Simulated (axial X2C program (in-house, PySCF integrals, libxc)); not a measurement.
**Low determinants of WO⁺ at the PBE0 level, spin-free**

Computed with an in-house all-electron X2C program for linear molecules (integrals from PySCF). Spin-free means the one-electron spin-free X2C Hamiltonian. Basis: W dyall-cv3z [13s14p9d7f4g], O dyall-av3z [7s6p3d2f] (cores contracted in-house); Gaussian nuclei, density fitting, unrestricted open shells. Masses: W 183.951 u, O 15.995 u.

Search at 1.634 Å (vertical energies from the lowest determinant):

```
ΔE (eV)             state  electrons beyond evenly filled partner blocks  electrons in σ, π, δ, φ
   0.00  M_S = 3/2, Λ = 0                                   σα, δ+α, δ-α               31 32 14 4
   1.44  M_S = 1/2, Λ = 0                                   σβ, δ+α, δ-α               31 32 14 4
   1.64  M_S = 1/2, Λ = 0                                   σα, δ+β, δ-α               31 32 14 4
   1.64  M_S = 1/2, Λ = 4                                   σα, δ+α, δ+β               31 32 14 4
   1.89  M_S = 1/2, Λ = 2                                            δ+α               32 32 13 4
   2.16  M_S = 1/2, Λ = 2                                  δ+α, δ+β, δ-α               30 32 15 4
   2.28  M_S = 3/2, Λ = 1                                  π+α, δ+α, δ-α               30 33 14 4
```

Lowest determinant, M_S = 3/2, Λ = 0 (beyond evenly filled blocks: σα, δ+α, δ-α): Re = 1.629 Å, ωe = 1145.8 cm⁻¹.

The determinant in row 2 of the search, M_S = 1/2, Λ = 0 (beyond evenly filled blocks: σβ, δ+α, δ-α), was followed along the bond at PBE0; measured from the minimum of the lowest determinant it gives:

Te = 1.429 eV (11528 cm⁻¹), Re = 1.619 Å, ωe = 1177.9 cm⁻¹.

Compare the bond of the determinant in row 2 with that of the lowest one.

At PBE0 its Re is 0.010 Å shorter and its force constant, which goes as ωe², is 1.06 times that of the lowest determinant. This determinant mixes spin states, so it has no term energy of its own.

The search compares states at one distance, so a state with another bond length can lie lower; it is not exhaustive and yields mostly the lowest determinant of each block pattern, so other components and higher states of one pattern are missing. These are energies of single determinants, not of spin-adapted states; PBE0 term energies can be off by some tenths of an eV, and the functional has no current term. Spin–orbit coupling is large for these atoms, so the spin-free order is a model. Row 1 is spin-contaminated (⟨S²⟩ = 3.79 against 3.75), so its values are not those of a pure state. Row 2 is spin-contaminated (⟨S²⟩ = 1.76 against 0.75), so its values are not those of a pure state.
